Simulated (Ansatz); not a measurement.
Consider the ligand exchange at a B–O bond: `COBO` + HCl → `COBCl` + H₂O.

Calculated with Ansatz (gas phase, PBE0-D4/def2-TZVP geometries, no zero-point term in ΔE). CCSD(T)/CBS is the MP2 limit (def2-TZVPP, def2-QZVPP) plus CCSD(T) − MP2 in def2-TZVPP, frozen cores. This one scheme is used for every species. DFT in def2-TZVPP. HSE06 is defined as in plane-wave codes. Each species was taken in one conformer, which may not be the lowest.

(1) Is it downhill or uphill in electronic energy at CCSD(T)/CBS, and by how much? (Best estimate.)

(2) What do these levels give: revPBE-D4, BLYP-D4, B97M-V, HSE06-D4, ωB97X-V, ωB97M-V, PBE-QIDH, r2SCAN0, BHLYP, MP2/def2-SVP, CCSD/def2-SVP, SCS-MP2/def2-TZVPP? (An estimate is asked.)

(3) What do rigid-rotor, harmonic-oscillator terms from PBE0-D4/def2-TZVP frequencies (298.15 K, 1 bar) make of the CCSD(T)/CBS value? (An estimate is asked.)

Largest T1 diagnostic among the species: 0.013.

## Answers

(1) Computed: Uphill: ΔE = +0.40 eV.

(2) Computed: revPBE-D4 0.36, BLYP-D4 0.44, B97M-V 0.45, HSE06-D4 0.41, ωB97X-V 0.44, ωB97M-V 0.44, PBE-QIDH 0.42, r2SCAN0 0.44, BHLYP 0.50, MP2/def2-SVP 0.55, CCSD/def2-SVP 0.58, SCS-MP2/def2-TZVPP 0.43 eV.

(3) The calculation gave: ΔZPE = +0.02 eV, ΔH = +0.43 eV, ΔS = 9 J/(mol·K), ΔG = +0.40 eV.

At CCSD(T), def2-SVP lies +0.17 eV from the extrapolated value and def2-TZVPP +0.04 eV. In def2-TZVPP, CCSD(T) changes the Hartree–Fock value by −0.08 eV (the triples alone add −0.02 eV) and MP2 by −0.12 eV.
